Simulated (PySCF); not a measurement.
Static response to an electric field

Species: C₅H₉ClSi₂.
Geometry (PBE0-D3(BJ)/def2-SVP, Å), atoms numbered from 1 in this order:
```xyz
17
C5H9ClSi2 angstrom
Cl    -3.067    2.339   -0.216
C     -3.789    0.776    0.280
Si    -2.413   -0.525    0.450
C     -1.195    0.066    1.738
C     -0.004    0.621    1.442
Si     0.662    0.830   -0.298
C     -0.375   -0.164   -1.503
C     -1.566   -0.716   -1.205
H     -4.530    0.490   -0.481
H     -4.322    0.936    1.229
H     -3.074   -1.801    0.873
H     -1.488   -0.011    2.795
H      0.627    0.975    2.271
H      0.678    2.275   -0.686
H      2.081    0.353   -0.349
H      0.025   -0.304   -2.518
H     -2.091   -1.283   -1.989
```

Level: CAM-B3LYP/def2-SVPD (PySCF), static field, nuclei fixed, core orbitals frozen in the response. The polarisability tensor in these axes (au):

```
x   138.99  12.64  -7.27
y    12.64 110.11  -2.04
z    -7.27  -2.04 109.58
```

Q: Diagonalise the tensor; give its mean and Δα, where Δα² is half the sum of the squared differences of the eigenvalues.

A: Principal values 105.21, 108.13 and 145.32 au; mean 119.56 au = 17.72 Å³ = 19.71 × 10⁻⁴⁰ C²·m²/J; Δα = 38.73 au (32 % of the mean).

Q: What is the dipole moment, and where does it point?

A: (-0.62, -1.46, 0.46) D, 1.65 D in size, pointing from the negative to the positive side. Measured along this direction, the outermost atoms are H14 at the negative end and H11 at the positive end.

Q: What are the principal values of the traceless quadrupole moment, Θ = ½Σq(3rr − r²1), about the centre of nuclear charge?

A: -11.21, 5.00, 6.21 D·Å. The values depend on the origin, since the dipole doesn't vanish. The electronic extent ⟨r²⟩ about the same centre is 1586 bohr², a root-mean-square distance of 2.30 Å for the 84 electrons.

Q: Form Σ f/ω² (atomic units) for the 10 lowest TDDFT singlets, given as eV and f, and set it beside the mean polarisability, which is this sum over all singlets: 5.60, 0.0010; 5.94, 0.0065; 6.23, 0.0000; 6.37, 0.2499; 6.61, 0.0003; 6.74, 0.0483; 6.87, 0.0022; 7.11, 0.0018; 7.17, 0.3902; 7.24, 0.0129.

A: They add up to 11.39 au, 9.5 % of the 119.56 au; the largest single term is 5.62 au, from the state at 7.17 eV. Terms in order: 0.02, 0.14, 0.00, 4.57, 0.01, 0.79, 0.03, 0.03, 5.62, 0.18 au. Higher excitations give the rest. The strengths listed sum to 0.713.

Q: What would n − 1 = 2πNα be for an ideal gas of these molecules at 500 K and 1 atm, electronic part alone?

A: N = p/kT = 1.4678 × 10¹⁹ cm⁻³, so n − 1 = 2π × N × 17.72 × 10⁻²⁴ cm³ = 1634 × 10⁻⁶ at long wavelengths, for an ideal gas.

Q: Molar refractivity from α?

A: Lorentz–Lorenz: R = (4π/3)N_A α = 2.5225 cm³/(mol·Å³) × 17.72 Å³ = 44.7 cm³/mol, in the limit of long wavelengths.

The structure is a single PBE0-D3(BJ)/def2-SVP conformer in the gas phase; no vibrational or solvent corrections.
